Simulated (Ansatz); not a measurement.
System: 1,1-difluoro-2-methoxyethene, C3H4F2O, charge 0, multiplicity 1. 
Structure (B3LYP-D3(BJ)/def2-TZVP (Ansatz, a first-principles code) minimum search):
```
C
C 1 1.3236
F 2 1.3203 1 125.49
F 2 1.3269 3 111.10 1 177.95
O 1 1.3602 2 121.42 3 2.86
H 1 1.0843 2 119.49 3 179.89
C 5 1.4239 1 113.89 6 44.52
H 7 1.0874 5 106.59 1 -175.83
H 7 1.0937 8 109.72 5 120.24
H 7 1.0953 8 109.39 9 119.83
```

Basis-set convergence of Hartree-Fock and CCSD correlation energies (hartree) with Ansatz. Cores are frozen in the correlated levels unless marked. No spin-orbit coupling. Non-relativistic.

| basis | functions | E(HF) | E(corr, CCSD) |
|---|---|---|---|
| cc-pVDZ | 104 | -389.63205 | -0.98904 |
| cc-pVTZ | 236 | ___ | ___ |

Q: What belongs in the gaps?

A: 
- cc-pVTZ, E(HF): -389.75950
- cc-pVTZ, E(corr, CCSD): -1.24087
